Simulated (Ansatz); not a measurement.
An input for triplet SiBr2

The species is SiBr2 (3 atoms), meant as a triplet with charge 0. As SMILES of the parent species, `Br[Si]Br`. Geometry: relaxed at PBE0-D4/def2-TZVP. That shape belongs to the parent species and isn't relaxed for this state.

```xyz
3

Br    0.9751    1.3421    0.6709
Si   -0.7700    0.3857   -0.3764
Br   -0.2160   -1.7926   -0.3078
```

Settings wanted:

```
basis set            : def2-SVPD
core potential       : none
task                 : energy
method               : CCSD(T)
reference            : UHF
accuracy             : high
frozen core orbitals : 23
start density        : atoms
```

Write the Ansatz 0.2.0 input and the command.

One that was run (others would do as well):

in.yaml:
```yaml
crystal:
  periodic: [false, false, false]
  atoms:
    - {symbol: Br, position_ang: [0.975100, 1.342100, 0.670900]}
    - {symbol: Si, position_ang: [-0.770000, 0.385700, -0.376400]}
    - {symbol: Br, position_ang: [-0.216000, -1.792600, -0.307800]}
basis:
  gaussian:
    orbitals: def2-SVPD
accuracy: high
scf:
  omitted_lower_state_checks: [cluster_reference, increment]
magnetization:
  spin_polarized: true
  initial_magnetization: 2
correlation:
  method: ccsd_t
  frozen_orbitals: {Br: 9, Si: 5}
```

```bash
$ ansatz run in.yaml --threads 1 --pin off --max-ram 2610MiB --events-out events.jsonl --progress --plain --runs-dir runs
```

Calculated total energy: -5433.61321 Eh.
